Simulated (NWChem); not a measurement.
## Correlation energy of H3B

SMILES: B
```xyz
4

B      0.0000     0.0000     0.0000
H      0.0000     0.0000     1.2044
H     -1.0430     0.0000    -0.6022
H      1.0430     0.0000    -0.6022
```
Charge 0, spin multiplicity 1.

The numbers come from NWChem runs, not from measurements. Structure: optimised with B3LYP/def2-SVP, a minimum by its harmonic frequencies.

Basis set: def2-QZVP. Each correlation energy counts from its own Hartree-Fock reference.

```tsv
method	correlation energy (mHa)	difference from CCSD(T)
CR-CCSD[T]	-142.7	+0.2
CCSD	-140.1	+2.8
CCSD+T(CCSD)	-142.9	-0.1
MP2	-120.0	+22.8
CR-CCSD(T)	-142.6	+0.3
SCS-MP2	-133.9	+9.0
CCSD(T)	-142.9	0.0
```

The values span 22.9 mHa, from CCSD+T(CCSD) (lowest) to MP2 (highest). 

The correlated methods keep 1 core orbital frozen. The structure started from a generated list of species. No row is a measurement; the coupled-cluster row has its own basis-set and correlation limits.
